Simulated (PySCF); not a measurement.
## Unknowns

[PySCF 2.14.0 with density-fitted response routines: geometry: GFN2-xTB; shielding tensors at PBE0/pcSseg-1 (GIAO); single conformer; isolated molecule; averaged over atoms made equivalent by symmetry, fast rotation or ring inversion; non-relativistic Hamiltonian]

δ = σ(ref) − σ, references computed at the same level: 1H, 13C against TMS. Where no couplings were computed, multiplicities follow the n + 1 count of equivalent neighbours, and m marks all less simple cases (inequivalent or close neighbours, rings, F or P nearby). Shifts are as computed. Against solution values, carbons near 30 ppm lie about +3 ppm off and those near 130 ppm about +5 ppm; carbons on Cl a further +6 ppm. Of 1211 compounds with measured shifts, 218 miss one by over three times the rms of a fit or turn the order of signals round; such compounds aren't used in these exercises. Carbons bonded to Cl come out too deshielded.

Problem. C₆H₁₁NSi₂. 1H NMR (400 MHz, computed): δ 7.57 (m, 1H), 6.86 (m, 1H), 6.83 (m, 1H), 5.16 (d, 1H), 4.45 (m, 2H), 4.28 (d, 3H), 2.39 (m, 2H). 13C{1H} NMR (computed): δ 164.2 (CH), 162.8 (CH), 146.8 (CH), 123.4 (C), 102.8 (CH), 23.9 (CH2). What is it?

Solution. SMILES N#C/C=C\C[SiH2]/C=C/[SiH3]. Rings plus π bonds: 4 (no ring in the answer). 6 carbon signals for 6 carbons: no two carbons are equivalent. Carbon types of the structure: 1 × C, 4 × CH, 1 × CH2, leaving 5 H on heteroatoms. δC 164.2, 162.8, 146.8, 102.8: alkene CH; an sp2 carbon of a C=C bond. δC 123.4: nitrile carbon; this is the usual window of a C≡N carbon, which has no attached hydrogen. δH 7.57, 6.86, 6.83, 5.16: hydrogen on an alkene CH; olefinic region. δH 2.39: hydrogen on an allylic sp3 CH2 bonded to Si; allylic position.

This is the structure that produced the data.

Problem. C₃HCl₂NO. 1H NMR (400 MHz, computed): δ 7.13 (s, 1H). 13C{1H} NMR (computed): δ 154.3 (C), 147.8 (C), 133.0 (CH). What is it?

Solution. `InChI=1S/C3HCl2NO/c4-2-1-6-3(5)7-2/h1H`. The formula gives 3 degrees of unsaturation (1 ring in the answer). 3 carbon signals for 3 carbons: no two carbons are equivalent. Carbon types of the structure: 2 × C, 1 × CH, which accounts for all hydrogens. δC 154.3, 147.8: aromatic carbon bearing chlorine. δC 133.0: aromatic CH next to a ring nitrogen. δH 7.13: hydrogen on an aromatic CH next to a ring nitrogen; it sits in the deshielding region of the aromatic ring current.

This is the structure that produced the data.
